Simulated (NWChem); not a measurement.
Extrapolating the UMP2 correlation energy of H3N2

```
N
H 1 1.0149
H 1 1.0194 2 113.76
N 1 1.3347 2 114.25 3 145.36
H 4 1.0273 1 105.64 2 -168.24
```
Charge 0, spin multiplicity 2.

Program: NWChem. All single points use one geometry, from UPBE0/def2-SVP, a minimum by its harmonic frequencies. It is one conformer; others weren't searched.

The correlated methods keep 2 core orbitals frozen. The structure started from a generated list of species. No SCF solution was tested for a lower state. Open-shell Hartree-Fock references start from PBE0 orbitals; any time given for them includes that run.

Worked example. The UMP2 correlation energy is -317.61 mHa in cc-pVDZ and -400.50 mHa in cc-pVTZ. The form E(X) = E∞ + A/X³ turns the pair into an estimate of the basis-set limit.

E∞ = (3³·(-400.50) − 2³·(-317.61))/(3³ − 2³) = -435.4 mHa. The larger basis holds 92 % of that, at about 4 times the processor time of the smaller one. This is a two-point estimate, and a rough one from so small a pair.
